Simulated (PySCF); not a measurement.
C8H6N2Se, SMILES c1c[se]c(-c2cncnc2)c1.

Coordinates come from a B3LYP-D3(BJ)/def2-SVP optimisation. This is a generated structure with no PubChem entry under its InChIKey; it may be hypothetical. One conformer was computed; it need not be the lowest.

Method: PySCF with PBE/def2-SVP.

Computed frontier levels, gap, dipole moment and polarisability:
```
Item                                                                                                              Value
---------------------------------------------------------------------------------------------  ------------------------
highest occupied level                                                                                         -5.60 eV
lowest empty level                                                                                             -2.52 eV
orbital gap                                                                                                     3.08 eV
dipole moment                                                                                                    2.87 D
quadrupole, principal values (traceless, Buckingham form, about the centre of nuclear charge)     -4.31, 0.05, 4.26 D·Å
mean static polarisability                                                                       122.4 bohr³ (18.14 Å³)
polarisability, principal values                                                               56.7, 118.0, 192.6 bohr³
```
